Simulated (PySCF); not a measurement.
NiO, SMILES [O]=[Ni] (connectivity only; charge and spin as stated), neutral, multiplicity 3. Atoms are numbered in the order given.

```xyz
2

Ni     0.0000     0.0000    -0.3588
O      0.0000     0.0000     1.2559
```
Charge 0, spin multiplicity 3.

Coordinates come from a PBE0-D3(BJ)/def2-TZVPD optimisation. The spin state was assumed, not searched.

Computed with CAM-B3LYP/def2-TZVPD run with PySCF.

Isolated molecule, no solvent.

| Quantity | Value |
|---|---|
| total energy | -1583.57467 hartree |
| point group | C∞v |
| α spin, highest occupied and lowest empty level | -8.91 and -2.21 eV |
| β spin, highest occupied and lowest empty level | -8.15 and -1.86 eV |
| dipole moment | 5.02 D |
| mean static polarisability | 37.1 bohr³ (5.50 Å³) |
| polarisability, principal values | 33.6, 33.6, 44.2 bohr³ |
| ⟨S²⟩ | 2.039 (pure state 2.00) |
